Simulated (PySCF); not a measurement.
**From a computed spectrum to the compound**

A species of 3 atoms with charge 1 has these harmonic modes (PBE0, small Gaussian bases with core potentials, PySCF 2.14.0):

```csv
cm⁻¹,km/mol,symmetry
124,17.5,a1
644,162.9,b2
656,62.0,a1
```

(1) Which species is it, and in which structure?

Answers

(1) [SmF2]+ (singlet in the valence; each metal's 4f electrons, 5 of them, lie in its core potential, out of spins and levels):
```xyz
3

Sm    0.0000    0.0000   -0.2286
F     1.6062    0.0000    0.9142
F    -1.6062    0.0000    0.9142
```
Ideal gas at 298.15 K and 1 bar: S = 302.6 J/(mol K), Cp = 49.1 J/(mol K), H − H(0 K) = 12.4 kJ/mol (rigid rotor, harmonic modes, spin degeneracy alone, that of the 4f electrons in the core included). An lcecp potential fixes the number of 4f electrons, so in runs with it no electron can move into or out of that shell.
 Other answers can fit too; this one was computed.
